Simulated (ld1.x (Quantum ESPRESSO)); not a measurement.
**Which change was made? (Ba, TM)**

```json
{"Element": "barium", "Generator": "ld1.x (Quantum ESPRESSO) 7.5", "Type": "norm-conserving Troullier–Martins (Kleinman–Bylander form)", "Functional": "PBE", "Relativity": "scalar-relativistic", "Frozen core": "[Kr] 4d10", "Valence charge": "10", "Reference configuration": "5s2 5p6 5d0 6s0 6p0 (charge +2)", "Partial waves": "5p (bound): rc 3.30 bohr; 5d (bound, empty): rc 4.10 bohr; 5s (bound): rc 1.80 bohr", "Local potential": "the s channel", "Core correction": "a·sin(br)/r model core, default radius (core density twice the valence density)"}
```

Cutoffs, loose and tight: the cutoffs (Ry, on a coarse ladder) from which the occupation-weighted sum of valence levels, in a spherical-Bessel basis at the reference potential, stays within 10 and 1 mRy of its value at 400 Ry. They do not see the model core or the augmentation charge, which bear on the density cutoff. Test errors are all-electron minus pseudo excitation energies from the reference, over the configurations 5s2 5p6 5d0 6s2 6p0; 5s2 5p6 5d0 6s1 6p0; 5s2 5p6 5d0 6s1.5 6p0; 5s2 5p6 5d1 6s0 6p0; 5s2 5p6 5d0 6s1 6p1; 5s2 5p6 5d0 6s0 6p2; 5s1 5p6 5d0 6s2 6p0; variants that change the core or the reference have their own tests.

The base gives: outcome: generated; cutoff, loose: 40 Ry; cutoff, tight: 70 Ry; bound ghosts: none; largest test error (meV): +268.

Task: After one change the result is: outcome: generated; cutoff, loose: 40 Ry; cutoff, tight: 80 Ry; bound ghosts: none; largest test error (meV): +165. Which change was it?
A. all radii but the core radius scaled by about 0.88 (s 1.58, p 2.90, d 3.60 bohr)
B. all radii but the core radius scaled by about 1.39 (s 2.50, p 4.58, d 5.70 bohr)
C. all radii but the core radius scaled by about 1.27 (s 2.30, p 4.20, d 5.22 bohr)
D. all radii but the core radius scaled by about 1.12 (s 2.02, p 3.70, d 4.60 bohr)
E. all radii but the core radius scaled by about 0.74 (s 1.34, p 2.44, d 3.02 bohr)

Result: A. The others give: all radii but the core radius scaled by about 1.39 (s 2.50, p 4.58, d 5.70 bohr) → outcome: generated; cutoff, loose: 15 Ry; cutoff, tight: 30 Ry; bound ghosts: none; largest test error (meV): +2433 | all radii but the core radius scaled by about 1.27 (s 2.30, p 4.20, d 5.22 bohr) → outcome: generated; cutoff, loose: 25 Ry; cutoff, tight: 35 Ry; bound ghosts: none; largest test error (meV): +1310 | all radii but the core radius scaled by about 1.12 (s 2.02, p 3.70, d 4.60 bohr) → outcome: generated; cutoff, loose: 35 Ry; cutoff, tight: 55 Ry; bound ghosts: none; largest test error (meV): +537 | all radii but the core radius scaled by about 0.74 (s 1.34, p 2.44, d 3.02 bohr) → outcome: generated; cutoff, loose: 70 Ry; cutoff, tight: 140 Ry; bound ghosts: none; largest test error (meV): +270.
